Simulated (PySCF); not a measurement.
C4H12O4Si, singlet, geometry from GFN2-xTB; PySCF with HF/3-21G.

Input for PySCF:
```python
from pyscf import gto, scf

mol = gto.Mole()
mol.atom = '''
    C     0.01132832   -2.16832170   -1.64339231
    O    -0.15947850   -0.79330200   -1.40874417
    Si    0.00000000    0.00000000   -0.00000000
    O    -0.54059093    1.50681021   -0.27677793
    C    -1.72004917    1.88715583   -0.93944629
    O    -0.80554751   -0.88398526    1.09953848
    C    -0.82335663   -0.71038489    2.49397731
    O     1.50561694    0.17047705    0.58598362
    C     2.53207748    0.99155076    0.08886129
    H    -0.59501310   -2.75220609   -0.95040072
    H     1.05893449   -2.45127740   -1.52070063
    H    -0.30351537   -2.36603749   -2.66859220
    H    -1.69349030    2.97103348   -1.05673554
    H    -2.59743634    1.60321196   -0.35449886
    H    -1.77920041    1.40987983   -1.91797425
    H     0.19287810   -0.67592774    2.88753531
    H    -1.33613017    0.21675195    2.75869686
    H    -1.35788789   -1.55923627    2.92173956
    H     2.87463202    0.63131349   -0.88349737
    H     2.18133540    2.01825400   -0.01916034
    H     3.35489356    0.95424029    0.80358818
'''
mol.basis = '3-21g'
mol.verbose = 4
mol.build()

mf = scf.RHF(mol)
mf.kernel()
mf.analyze()
```

The log (banner, timings and long lists left out):

```
PySCF version 2.14.0

[INPUT] verbose = 4
[INPUT] num. atoms = 21
[INPUT] num. electrons = 82
[INPUT] charge = 0
[INPUT] spin (= nelec alpha-beta = 2S) = 0
[INPUT] symmetry False subgroup None
[INPUT] Mole.unit = angstrom
[INPUT] Symbol           X                Y                Z      unit          X                Y                Z       unit  Magmom
[...]
nuclear repulsion = 632.990870998686
number of shells = 71
number of NR pGTOs = 183
number of NR cGTOs = 109
basis = 3-21g
ecp = {}

******** <class 'pyscf.scf.hf.RHF'> ********
method = RHF
initial guess = minao
damping factor = 0
level_shift factor = 0
DIIS = <class 'pyscf.scf.diis.CDIIS'>
diis_start_cycle = 1
diis_space = 8
diis_damp = 0
SCF conv_tol = 1e-09
SCF conv_tol_grad = None
SCF max_cycles = 50
direct_scf = True
direct_scf_tol = 1e-13
Set gradient conv threshold to 3.16228e-05
Initial guess from minao.
init E= -744.216063354332
[...]
cycle= 1 E= -742.803662950744  delta_E= 1.41  |g|= 0.866  |ddm|= 4.04
[...]
cycle= 2 E= -742.930437924227  delta_E= -0.127  |g|= 0.428  |ddm|= 0.829
[...]
cycle= 3 E= -742.961433416781  delta_E= -0.031  |g|= 0.0566  |ddm|= 0.29
[...]
cycle= 4 E= -742.962344092155  delta_E= -0.000911  |g|= 0.00915  |ddm|= 0.0679
[...]
cycle= 5 E= -742.962375385186  delta_E= -3.13e-05  |g|= 0.00275  |ddm|= 0.0131
[...]
cycle= 6 E= -742.96237931011  delta_E= -3.92e-06  |g|= 0.000585  |ddm|= 0.00641
[...]
cycle= 7 E= -742.962379528345  delta_E= -2.18e-07  |g|= 0.000106  |ddm|= 0.00153
[...]
cycle= 8 E= -742.96237953519  delta_E= -6.84e-09  |g|= 1.98e-05  |ddm|= 0.000248
[...]
cycle= 9 E= -742.96237953542  delta_E= -2.31e-10  |g|= 3.97e-06  |ddm|= 4.69e-05
[...]
Extra cycle  E= -742.962379535436  delta_E= -1.55e-11  |g|= 1.76e-06  |ddm|= 7.29e-06
converged SCF energy = -742.962379535436
**** SCF Summaries ****
Total Energy =                        -742.962379535435730
Nuclear Repulsion Energy =             632.990870998686432
One-electron Energy =                -2283.050931062852669
Two-electron Energy =                  907.097680528730393
Two-electron Coulomb Energy =          985.600558894547930
DFT Exchange-Correlation Energy =      -78.502878365817537
HOMO-LUMO gap [eV] =                    18.268937914494334
**** MO energy ****
[...]
 ** Mulliken pop on meta-lowdin orthogonal AOs  **
 ** Mulliken pop  **
 ** Mulliken atomic charges  **
charge of    0C =     -0.01104
charge of    1O =     -0.67071
charge of    2Si =      1.64343
charge of    3O =     -0.67071
charge of    4C =     -0.01104
charge of    5O =     -0.67071
charge of    6C =     -0.01104
charge of    7O =     -0.67071
charge of    8C =     -0.01104
charge of    9H =      0.09239
charge of   10H =      0.08049
charge of   11H =      0.09802
charge of   12H =      0.09802
charge of   13H =      0.08049
charge of   14H =      0.09239
charge of   15H =      0.09239
charge of   16H =      0.08049
charge of   17H =      0.09802
charge of   18H =      0.08049
charge of   19H =      0.09239
charge of   20H =      0.09802
Dipole moment(X, Y, Z, Debye): -0.00000, -0.00000,  0.00000
```
